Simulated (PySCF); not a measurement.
(HBe-mu-F)2.
Z-matrix (Å and degrees, PBE0-D3(BJ)/def2-SVP geometry), rows numbered from 1:
```
Be
H   1  1.3327
F   1  1.5940  2  135.62
Be  3  1.5926  1   91.40  2   179.94
H   4  1.3327  3  136.03  1   179.94
F   1  1.5929  2  135.75  3   179.91
```

Method: delta-SCF UKS SCAN, pcX-2 on the ionised atom, pcseg-1 elsewhere, spin-free X2C in PySCF 2.14.0. Each 1s hole has a ground state of its own, since the core basis sits on the ionised atom alone.

```tsv
ionised atom	basis functions	E(ionised) (Eh)	binding energy (eV)
Be1	74	-226.10322	122.674
F3	87	-205.15602	694.123
```

Problem. Fill in the total energy of each ground state.

Solution. With binding energy = E(ionised) − E(ground) and 27.2114 eV a hartree:

```tsv
atom	binding energy (Eh)	E(ground) (Eh)
Be1	4.5082	-230.6114
F3	25.5086	-230.6646
```

Problem. How much do the ground-state energies differ, and what would follow from using one of them for all holes?

Solution. They run from -230.6646 Eh (core basis on F3) to -230.6114 Eh (on Be1), 0.0532 Eh or 1.45 eV apart, for one and the same state in different bases and grids. Pairing the ion of Be1 with the ground state of F3 would put its binding energy 1.45 eV too high.

Only 1s holes are shown. Atoms equivalent by their bonding share one computed value, that of the first of them. Geometry: PBE0-D3(BJ)/def2-SVP, one conformer, isolated molecule.

The run took 3.1 s wall on Arm Neoverse V1, one thread, on a shared host.
